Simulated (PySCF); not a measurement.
Compound: C4H9BN2.
Geometry (PBE0-D3(BJ)/def2-SVP, Å), atoms numbered from 1 in this order:
```
atom  x, y, z in Å
C1     3.1199   -0.4350   -0.0121
C2     1.7283   -0.0932   -0.2527
C3     0.5605    0.1917   -0.4542
B4    -0.9200    0.5520   -0.7249
N5    -1.2974    0.9057   -2.0446
N6    -1.8581    0.5260    0.3369
C7    -1.6046    0.1707    1.7053
H8     3.6601    0.4047    0.4537
H9     3.6391   -0.6863   -0.9505
H10    3.2072   -1.3019    0.6620
H11   -0.6300    0.9191   -2.8005
H12   -2.2365    1.1566   -2.3181
H13   -2.8243    0.7526    0.1359
H14   -1.8965    0.9715    2.4086
H15   -0.5290   -0.0102    1.8386
H16   -2.1355   -0.7494    2.0129
```

Computed, not measured: TDDFT wB97X-D/def2-SVPD, vertical, gas phase, core orbitals frozen in the response in PySCF 2.14.0, density-fitted response routines.

```tsv
state	E (eV)	ν̃ (cm⁻¹)	f	main configurations (H = HOMO, L = LUMO)
S1	5.80	46800	0.0001	H-2→L+1 (94%)
S2	6.03	48660	0.0028	H→L (81%)
S3	6.23	50210	0.070	H-1→L+1 (55%), H→L+1 (14%), H-2→L+3 (13%)
S4	6.55	52850	0.138	H→L+1 (82%), H-1→L+1 (11%)
S5	6.60	53240	0.0011	H-1→L+3 (38%), H-1→L+4 (30%), H-1→L+5 (8%)
S6	6.84	55150	0.0020	H→L+3 (46%), H-1→L (38%)
S7	7.14	57570	0.030	H-2→L (30%), H-2→L+2 (16%), H→L+3 (13%)
S8	7.15	57640	0.029	H-2→L (29%), H-2→L+2 (15%), H-1→L (14%)
S9	7.42	59830	0.0064	H→L+2 (34%), H→L+5 (26%), H→L+4 (15%)
```

Triplets (Tamm–Dancoff): T1 4.94 eV, H-1→L+1 (73%); T2 5.42 eV, H-2→L+1 (85%); T3 5.61 eV, H→L+1 (82%); T4 5.73 eV, H-2→L+3 (31%), H-2→L+4 (29%), H-1→L+1 (14%).

The lowest singlet lies at 5.80 eV (214 nm, ultraviolet) and is dark (f under 0.0005); its leading configuration is HOMO-2→LUMO+1 (94%). The strongest level in the table is S4 at 6.55 eV (189 nm, f = 0.138). S7/S8 lie within about 0.01 eV of each other. Löwdin shares by element: HOMO nitrogen 67%, carbon 10% or more, boron 7% (atoms not listed hold the other 17%); LUMO boron 55%, hydrogen 21% or more (atoms not listed hold the other 24%). The oscillator strengths of these states sum to 0.280; summed over the whole spectrum of an exact calculation they would give the number of electrons, 52 (Thomas–Reiche–Kuhn). Of the 9 states listed, 4 reach f = 0.01 and 1 stays under 0.0005. The listed states span 1.62 eV, and the widest gap between neighbours is 0.33 eV (S3 to S4). No computed singlet lies in the visible range (380 to 750 nm); the lowest, at 214 nm, stands 2.54 eV above its violet end (3.26 eV). The vertical ionisation energy (ΔSCF) is 8.53 eV, 1.12 eV above S9. Orbitals of the list HOMO-3 to LUMO+2 that lie within 0.01 eV of each other are written together with a slash and their weights summed (≥ marks a lower bound); for degenerate orbitals outside that list single weights are arbitrary. Singlets were solved by full linear response, triplets in the Tamm–Dancoff approximation. The highest level found (7.75 eV, f 0.0085 so far) is left out, since the window may have cut off a degenerate partner.

Time: 6.3 min (with the writing of density and orbital grids); peak memory 0.97 GiB. Hardware: one thread, Arm Neoverse N1 (aarch64) (shared host).

One conformer stands for the species.
